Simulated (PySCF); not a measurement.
Simulation results for AlFH

Calculation on a computer-drawn molecule: vertical ionisation energy to the stated ion spin, frozen-core CCSD(T) at the basis limit and cheaper methods, single-reference cases, UHF for radicals, no spin-orbit; all values are single points at the evaluated structure, the first of each entry, which is the reference or a displaced copy of it and isn't optimised; the reference structure only sets the zero of the energies above reference; triples share is (T) over the correlation energy. Program: PySCF 2.14.0.

Common to all runs: charge 0; multiplicity 2; ion multiplicity 1; diffuse functions no; basis cc-pV(n+d)Z; reference is the Hartree-Fock double-zeta minimum; best is HF at quadruple zeta + MP2 correlation extrapolated from triple and quadruple zeta + CCSD(T) minus MP2 at triple zeta; basis step is the size of the change from the same recipe one zeta lower.

(1) AlFH

Evaluated structure:
```xyz
3
AlFH
F     -2.0916     0.4328     3.9726
Al    -2.2707     1.6715     2.8824
H     -3.2403     1.2916     1.7396
```

Reference structure:
```xyz
3
AlFH
F     -2.0485     0.3934     4.0666
Al    -2.2523     1.5818     2.9263
H     -3.2845     1.2500     1.7629
```

- ionisation energy best: 8.548 eV
- ionisation energy basis step: 0.01706 eV
- energy above reference best: 0.5819 kcal/mol
- energy above reference basis step: 0.01372 kcal/mol
- total energy HF triple zeta: -342.0243 hartree
- total energy CCSD(T) triple zeta: -342.3560 hartree
- total energy best: -342.4187 hartree
- T1 diagnostic at triple zeta: 0.01584
- D1 diagnostic at triple zeta: 0.04111
- spin squared at triple zeta: 0.7561
- ion T1 diagnostic at triple zeta: 0.01917
- ion D1 diagnostic at triple zeta: 0.0458
- triples share at triple zeta: 0.0269
- basis functions triple zeta: 83
- dipole magnitude HF at triple zeta: 1.895 debye
- dipole magnitude CCSD unrelaxed at triple zeta: 1.677 debye
- dipole magnitude PBE at triple zeta: 1.547 debye
- dipole magnitude r2SCAN at triple zeta: 1.611 debye
- dipole magnitude B3LYP at triple zeta: 1.718 debye
- dipole magnitude wB97X at triple zeta: 1.647 debye

Drawn bonds:
```
atom  other atom  order
   1           2      1
   2           3      1
```

Triple zeta:
```
 method  ionisation energy (eV)  energy above reference (kcal/mol)
     HF                   8.491                              0.495
    PBE                    8.53                             0.7704
 r2SCAN                   8.692                             0.6148
  B3LYP                   8.682                             0.5958
  wB97X                   8.534                             0.5595
    MP2                   8.464                             0.5074
   CCSD                   8.511                             0.6047
CCSD(T)                   8.498                             0.6217
```

(2) AlFH

Evaluated structure:
```xyz
3
AlFH
F     -2.0471     0.3956     4.0691
Al    -2.2542     1.5815     2.9286
H     -3.2832     1.2475     1.7621
```

Reference structure:
```xyz
3
AlFH
F     -2.0485     0.3934     4.0666
Al    -2.2523     1.5818     2.9263
H     -3.2845     1.2500     1.7629
```

- ionisation energy best: 8.473 eV
- ionisation energy basis step: 0.01725 eV
- energy above reference best: -0.002247 kcal/mol
- energy above reference basis step: 0.003977 kcal/mol
- total energy HF triple zeta: -342.0251 hartree
- total energy CCSD(T) triple zeta: -342.3570 hartree
- total energy best: -342.4196 hartree
- T1 diagnostic at triple zeta: 0.01591
- D1 diagnostic at triple zeta: 0.04065
- spin squared at triple zeta: 0.7569
- ion T1 diagnostic at triple zeta: 0.01884
- ion D1 diagnostic at triple zeta: 0.04434
- triples share at triple zeta: 0.02695
- basis functions triple zeta: 83
- dipole magnitude HF at triple zeta: 1.729 debye
- dipole magnitude CCSD unrelaxed at triple zeta: 1.53 debye
- dipole magnitude PBE at triple zeta: 1.427 debye
- dipole magnitude r2SCAN at triple zeta: 1.474 debye
- dipole magnitude B3LYP at triple zeta: 1.584 debye
- dipole magnitude wB97X at triple zeta: 1.512 debye

Drawn bonds:
```
atom  other atom  order
   1           2      1
   2           3      1
```

Triple zeta:
```
 method  ionisation energy (eV)  energy above reference (kcal/mol)
     HF                   8.406                           -0.01958
    PBE                   8.465                            0.00645
 r2SCAN                   8.622                          -0.003709
  B3LYP                   8.612                         -0.0002922
  wB97X                   8.464                          -0.001759
    MP2                   8.387                           0.000226
   CCSD                   8.434                          -0.006608
CCSD(T)                   8.423                          -0.003964
```

(3) AlFH

Evaluated structure:
```xyz
3
AlFH
F     -2.1363     0.4447     3.9860
Al    -2.2872     1.6180     2.8184
H     -3.2669     1.2619     1.7466
```

Reference structure:
```xyz
3
AlFH
F     -2.0485     0.3934     4.0666
Al    -2.2523     1.5818     2.9263
H     -3.2845     1.2500     1.7629
```

- ionisation energy best: 8.493 eV
- ionisation energy basis step: 0.01641 eV
- energy above reference best: 1.795 kcal/mol
- energy above reference basis step: 0.06588 kcal/mol
- total energy HF triple zeta: -342.0225 hartree
- total energy CCSD(T) triple zeta: -342.3541 hartree
- total energy best: -342.4168 hartree
- T1 diagnostic at triple zeta: 0.01559
- D1 diagnostic at triple zeta: 0.03971
- spin squared at triple zeta: 0.755
- ion T1 diagnostic at triple zeta: 0.01883
- ion D1 diagnostic at triple zeta: 0.04465
- triples share at triple zeta: 0.02681
- basis functions triple zeta: 83
- dipole magnitude HF at triple zeta: 1.866 debye
- dipole magnitude CCSD unrelaxed at triple zeta: 1.654 debye
- dipole magnitude PBE at triple zeta: 1.537 debye
- dipole magnitude r2SCAN at triple zeta: 1.594 debye
- dipole magnitude B3LYP at triple zeta: 1.701 debye
- dipole magnitude wB97X at triple zeta: 1.636 debye

Drawn bonds:
```
atom  other atom  order
   1           2      1
   2           3      1
```

Triple zeta:
```
 method  ionisation energy (eV)  energy above reference (kcal/mol)
     HF                   8.422                              1.601
    PBE                   8.475                              2.231
 r2SCAN                   8.632                              1.914
  B3LYP                   8.623                               1.84
  wB97X                   8.467                              1.802
    MP2                   8.404                              1.571
   CCSD                   8.455                              1.789
CCSD(T)                   8.442                              1.828
```

(4) AlFH

Evaluated structure:
```xyz
3
AlFH
F     -2.1363     0.4447     3.9860
Al    -2.2923     1.6575     2.7791
H     -3.2720     1.3014     1.7073
```

Reference structure:
```xyz
3
AlFH
F     -2.0485     0.3934     4.0666
Al    -2.2523     1.5818     2.9263
H     -3.2845     1.2500     1.7629
```

- ionisation energy best: 8.596 eV
- ionisation energy basis step: 0.02266 eV
- energy above reference best: 2.757 kcal/mol
- energy above reference basis step: 0.2551 kcal/mol
- total energy HF triple zeta: -342.0197 hartree
- total energy CCSD(T) triple zeta: -342.3525 hartree
- total energy best: -342.4152 hartree
- T1 diagnostic at triple zeta: 0.01615
- D1 diagnostic at triple zeta: 0.04082
- spin squared at triple zeta: 0.7551
- ion T1 diagnostic at triple zeta: 0.01992
- ion D1 diagnostic at triple zeta: 0.0473
- triples share at triple zeta: 0.02732
- basis functions triple zeta: 83
- dipole magnitude HF at triple zeta: 2.166 debye
- dipole magnitude CCSD unrelaxed at triple zeta: 1.921 debye
- dipole magnitude PBE at triple zeta: 1.782 debye
- dipole magnitude r2SCAN at triple zeta: 1.85 debye
- dipole magnitude B3LYP at triple zeta: 1.962 debye
- dipole magnitude wB97X at triple zeta: 1.908 debye

Drawn bonds:
```
atom  other atom  order
   1           2      1
   2           3      1
```

Triple zeta:
```
 method  ionisation energy (eV)  energy above reference (kcal/mol)
     HF                   8.535                              3.365
    PBE                   8.565                              2.682
 r2SCAN                   8.728                              2.919
  B3LYP                   8.721                              2.701
  wB97X                    8.57                              2.767
    MP2                   8.501                              2.452
   CCSD                   8.557                              2.904
CCSD(T)                    8.54                              2.815
```

(5) AlFH

Evaluated structure:
```xyz
3
AlFH
F     -2.0522     0.3940     4.0998
Al    -2.2392     1.5663     2.9319
H     -3.2589     1.2311     1.7526
```

Reference structure:
```xyz
3
AlFH
F     -2.0485     0.3934     4.0666
Al    -2.2523     1.5818     2.9263
H     -3.2845     1.2500     1.7629
```

- spin squared at triple zeta: —
- dipole magnitude r2SCAN at triple zeta: —
- total energy best: —
- ionisation energy basis step: —

Drawn bonds:
```
atom  other atom  order
   1           2      1
   2           3      1
```

Questions
1. AlFH (entry 5): spin squared at triple zeta?
2. AlFH (entry 5): dipole magnitude r2SCAN at triple zeta?
3. Estimate the total energy best of AlFH (entry 5).
4. Give the missing ionisation energy basis step for AlFH (entry 5).
5. Give the table of triple zeta values for AlFH (entry 5).

## Answers
1. 0.757
2. 1.49 debye
3. -342.4196 hartree
4. 0.01801 eV
5. 
Triple zeta:
```
 method  ionisation energy (eV)  energy above reference (kcal/mol)
     HF                   8.409                             0.1109
    PBE                   8.467                             -0.063
 r2SCAN                   8.625                            0.01451
  B3LYP                   8.615                          -0.001354
  wB97X                   8.467                            0.01539
    MP2                   8.389                           0.008352
   CCSD                   8.437                            0.02295
CCSD(T)                   8.425                           0.007376
```

Further results for AlFH (entry 5):

* ionisation energy best: 8.476 eV
* energy above reference best: 0.01036 kcal/mol
* energy above reference basis step: 0.01978 kcal/mol
* total energy HF triple zeta: -342.0249 hartree
* total energy CCSD(T) triple zeta: -342.3570 hartree
* T1 diagnostic at triple zeta: 0.01598
* D1 diagnostic at triple zeta: 0.0407
* ion T1 diagnostic at triple zeta: 0.01893
* ion D1 diagnostic at triple zeta: 0.04445
* triples share at triple zeta: 0.02702
* basis functions triple zeta: 83
* dipole magnitude HF at triple zeta: 1.747 debye
* dipole magnitude CCSD unrelaxed at triple zeta: 1.546 debye
* dipole magnitude PBE at triple zeta: 1.444 debye
* dipole magnitude B3LYP at triple zeta: 1.602 debye
* dipole magnitude wB97X at triple zeta: 1.531 debye
